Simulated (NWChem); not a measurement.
Molecule: BSiH₄OF; SMILES O([SiH3])BF

```xyz
8

B     -0.2509     1.1866     0.7224
F      1.0172     1.5068     0.4726
H     -0.9161     1.9249     1.4039
O     -0.7656     0.0554     0.2156
Si    -0.1165    -1.1638    -0.7524
H     -1.2071    -2.1500    -0.9694
H      1.0303    -1.8083    -0.0525
H      0.3291    -0.5922    -2.0544
```
Atoms are numbered in this order, from 1.

Structure relaxed at the PBE0/def2-SVP level. B3LYP is NWChem's, with the RPA form of VWN correlation.

Give the principal values of the shielding tensors (ppm) of B1, F2, O4, Si5 from B3LYP/6-31G* (spherical d), GIAO (NWChem), with their diamagnetic and paramagnetic parts as GIAO splits them.


| atom | σ11 | σ22 | σ33 | isotropic | diamagnetic | paramagnetic |
|---|---|---|---|---|---|---|
| B1 | 76.9 | 97.4 | 99.6 | 91.3 | 200.5 | -109.2 |
| F2 | 81.5 | 290.7 | 385.2 | 252.5 | 468.4 | -215.9 |
| O4 | 125.6 | 240.4 | 320.8 | 228.9 | 388.9 | -160.0 |
| Si5 | 392.3 | 407.2 | 483.3 | 427.6 | 880.7 | -453.1 |
